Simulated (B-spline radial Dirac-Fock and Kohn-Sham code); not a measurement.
## Ni²⁺ 3s: cross section and angular parameters

System: nickel as Ni²⁺, configuration [Ar] 3d8; threshold 139.0 eV (orbital energy of the model). These are calculated numbers from a B-spline atomic structure program; the model is Dirac-Hartree-Slater photoionisation with a Latter tail; cross sections with all multipoles, angular parameters from the dipole term and its interference with E2.

For linearly polarised light dσ/dΩ = σ/(4π) [1 + β P₂(cos θ) + (δ + γ cos²θ) sin θ cos φ], with θ from the polarisation vector and φ the angle between the beam and the projection of the electron momentum on the plane normal to the polarisation.

```
hν (eV)  σ (kb)      β       γ
    150     276  1.997   0.170
    300     156  1.999   0.244
    301     155  1.999   0.243
    379     116  1.999   0.180
    382     115  1.999   0.177
    400     108  1.999   0.163
    607    57.9  1.999   0.034
    842    34.0  1.999  -0.039
    844    33.9  1.999  -0.040
   1000    25.2  1.999  -0.059
   1010    24.7  1.999  -0.059
 1486.9    12.1  1.999  -0.037
   1720    9.16  1.999  -0.003
   2000    6.81  1.999   0.047
   2160    5.83  1.999   0.078
   3260    2.49  1.999   0.314
   3800       ?      ?       ?
   8850   0.255  1.999   1.342
  10800   0.156  1.999   1.622
  13600  0.0867  1.998   1.977
  15000  0.0673  1.998   2.139
```

**Question.** Give the values at 3800 eV.

**Answer.** σ = 1.79 kb, β = 1.999, γ = 0.431. For an s subshell δ is negligible.
